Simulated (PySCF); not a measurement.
# Removal energies of Si²⁺ from EOM-IP-GCCSD

Reference: closed-shell Si²⁺, [Ne] 3s2; one electron is removed. Calculated with PySCF 2.14, two-component X2C-1e with screened spin-orbit coupling, x2c-TZVPPall-2c with one added diffuse shell each of s, p, d type (6s7p4d1f, 54 functions); frozen nothing; all 96 virtual spinors kept. No Breit or QED terms. Binding energies in eV.

```csv
level,Koopmans,second order,EOM-CCSD
2s1/2,189.77,183.96,185.05
2p1/2,137.65,133.04,133.92
2p3/2,136.95,132.38,133.26
3s1/2,32.229,33.136,33.402
```

In EOM-CCSD the overlap with the one-orbital guess is low for 2s1/2 (weight 0.86). That can mean mixing with two-hole, one-particle states, where second order and EOM-CCSD lose accuracy, or only a rotation among the degenerate components of the shell; the terms of those configurations are not listed.

For comparison, the ionisation energy of Si²⁺ is 33.493 eV (measured; NIST Atomic Spectra Database, ionization energies).

The screened spin-orbit operator tends to give fine-structure splittings of light species too large.

Where second order misses EOM-CCSD by more than 1 eV, it overshoots the relaxation and correlation of that hole or particle, which higher orders damp.
